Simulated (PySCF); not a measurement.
NMR data simulated for an unnamed compound:

1H NMR (300 MHz, computed): δ 4.26 (s, 3H), 4.24 (s, 2H), 1.15 (s, 9H).

13C{1H} NMR (computed): δ 119.2 (C), 113.6 (C), 29.1 (CH3), 21.9 (C).

Non-relativistic, equivalent nuclei averaged, single conformer, gas phase. Shieldings: GIAO PBE0/pcSseg-1; geometry from GFN2-xTB; PySCF 2.14.

Scale: 1H (σref 31.72) and 13C (σref 186.93) against TMS (reference shieldings calculated alike).

Question: Which of these does the molecule contain: an NH or NH2 group, a three-membered ring, a tert-butyl group, a CH3CH2 unit, a Si–H bond, a C≡C triple bond?

Answer: 
- An NH or NH2 group: no.
- A three-membered ring: no.
- A tert-butyl group: yes (δC 29.1, 21.9; δH 1.15 (s)).
- A CH3CH2 unit: no.
- A Si–H bond: yes (δH 4.24 (s)).
- A C≡C triple bond: yes (δC 119.2, 113.6).

The data belong to `CC(C)(C)[SiH2]C#C[SiH3]`, C6H14Si2; they needn't prove each group on their own.

Carbon signals by region: 2 in the sp2 and nitrile region (100–160 ppm), 2 below 50 ppm.

Shifts are as computed. Against solution values, carbons near 30 ppm lie about +3 ppm off and those near 130 ppm about +5 ppm. Of 1211 compounds with measured shifts, 218 miss one by over three times the rms of a fit or turn the order of signals round; such compounds aren't used in these exercises. Multiplicities follow the n + 1 count of equivalent neighbours, as no J values were calculated; m marks all less simple cases, F and P coupling included.
